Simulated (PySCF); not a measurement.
# TDDFT excited states: AsF3GaH3

Species: Ga(AsH3)F3.
Geometry (PBE0-D3(BJ)/def2-SVP, Å), atoms numbered from 1 in this order:
```
atom  x, y, z in Å
Ga1    0.0137   -0.0040   -1.4532
As2    0.0306   -0.0256    1.1187
H3     0.7510    1.0895    1.8269
H4     0.6229   -1.2073    1.8378
H5    -1.3010    0.0526    1.8149
F6     1.7325   -0.0332   -1.7873
F7    -0.8210    1.5183   -1.6951
F8    -0.8906   -1.4758   -1.7465
```

Method: PySCF, TDDFT PBE0/def2-SVPD, vertical, gas phase, core orbitals frozen in the response. The PBE0/def2-SVPD calculation is non-relativistic and has no spin–orbit coupling, an omission that weighs most on arsenic and gallium.

| state | E (eV) | E (hartree) | f | \|μ\| (D) | main configurations (H = HOMO, L = LUMO) |
| --- | --- | --- | --- | --- | --- |
| S1 | 7.45 | 0.2738 | 0.365 | 3.60 | H→L (97%) |
| S2 | 7.66 | 0.2814 | 0.034 | 1.08 | H→L+1 (94%) |
| S3 | 7.67 | 0.2818 | 0.034 | 1.08 | H→L+2 (94%) |
| S4 | 8.03 | 0.2952 | 0.0000 | 0.02 | H-1→L (89%) |
| S5 | 8.22 | 0.3023 | 0.012 | 0.62 | H-3/H-2→L (≥58%), H-4→L (30%) |
| S6 | 8.23 | 0.3024 | 0.013 | 0.64 | H-3/H-2→L (≥57%), H-5→L (29%) |
| S7 | 8.32 | 0.3056 | 0.046 | 1.21 | H-4→L (36%), H-5→L (21%), H-3/H-2→L (≥16%) |
| S8 | 8.32 | 0.3057 | 0.047 | 1.22 | H-5→L (36%), H-4→L (21%), H-3/H-2→L (≥16%) |
| S9 | 8.51 | 0.3127 | 0.046 | 1.19 | H→L+3 (94%) |
| S10 | 8.71 | 0.3200 | 0.0000 | 0.01 | H-1→L+1 (82%) |
| S11 | 8.72 | 0.3203 | 0.0000 | 0.02 | H-1→L+2 (80%) |
| S12 | 8.83 | 0.3244 | 0.0000 | 0.03 | H-3/H-2→L+1 (≥58%), H-3/H-2→L+2 (≥28%) |
| S13 | 8.85 | 0.3252 | 0.014 | 0.65 | H-3/H-2→L+1 (≥81%) |
| S14 | 8.86 | 0.3255 | 0.0016 | 0.22 | H-3/H-2→L+2 (≥56%), H-3/H-2→L+1 (≥28%) |

Triplets (Tamm–Dancoff): T1 6.66 eV, H→L+1 (86%); T2 6.67 eV, H→L+2 (83%); T3 6.73 eV, H→L (86%); T4 7.73 eV, H-1→L (81%), H-1→L+3 (12%).

The lowest singlet lies at 7.45 eV (166 nm, vacuum ultraviolet) and is strong; its leading configuration is HOMO→LUMO (97%). The lowest level is also the most intense of those listed (f = 0.365). S5/S6, S7/S8, S10/S11 and S13/S14 lie within about 0.01 eV of each other in each set. Löwdin shares by element: HOMO arsenic 40%, fluorine 35% (atoms not listed hold the other 25%); LUMO gallium 30%, arsenic 23%, hydrogen 20% or more (atoms not listed hold the other 28%). Weighted by f, the mean energy of these states is 7.75 eV. Of the 14 states listed, 9 reach f = 0.01 and 4 stay under 0.0005. The oscillator strengths of these states sum to 0.613; summed over the whole spectrum of an exact calculation they would give the number of electrons, 94 (Thomas–Reiche–Kuhn). Orbitals of the list HOMO-3 to LUMO+2 that lie within 0.01 eV of each other are written together with a slash and their weights summed (≥ marks a lower bound); for degenerate orbitals outside that list single weights are arbitrary. Singlets were solved by full linear response, triplets in the Tamm–Dancoff approximation. The highest level found (8.86 eV, f 0.0060 so far) is left out, since the window may have cut off a degenerate partner.

Hardware: an Arm Neoverse V2 with one thread, on a shared host. Cost: 32 s of wall time (grids of density and orbitals included), 0.76 GiB resident at most.
